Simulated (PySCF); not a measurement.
Exercise with solution: oscillator strength and radiative lifetime

Si(H)(I)(OH)2 (H3IO2Si), SMILES O[SiH](O)I.

Geometry optimised at PBE0-D3(BJ)/def2-SVP. The def2 effective core potentials stand for the cores of I; spin–orbit coupling is left out. Other conformers were not sampled.

TDA-CAM-B3LYP/def2-SVPD in PySCF puts the first singlet state with f over 0.02 at 6.88 eV (vertical), with the transition dipole (0.085, 0.340, 0.187) in atomic units.

**Question.** Find the oscillator strength, the wavelength and the radiative lifetime that this transition would have in vacuum if emission retraced absorption.

**Answer.** 
|μ|² = 0.1578 au, so |μ| = 1.01 D. ΔE = 6.88/27.211 = 0.2528 hartree. f = (2/3) ΔE |μ|² = 0.027 (the program prints 0.027).
λ = 1239.84/6.88 = 180 nm; ν = 55491 cm⁻¹.
Einstein's coefficient A = 0.6670 ν² f s⁻¹ (ν in cm⁻¹) = 5.5e7 s⁻¹, so τ = 1/A = 18 ns. This state is S3; the lower singlets have f = 0.008, 0.014. The figure is the radiative limit of this one transition; relaxation, internal conversion, crossing to triplets and a medium change what is measured.
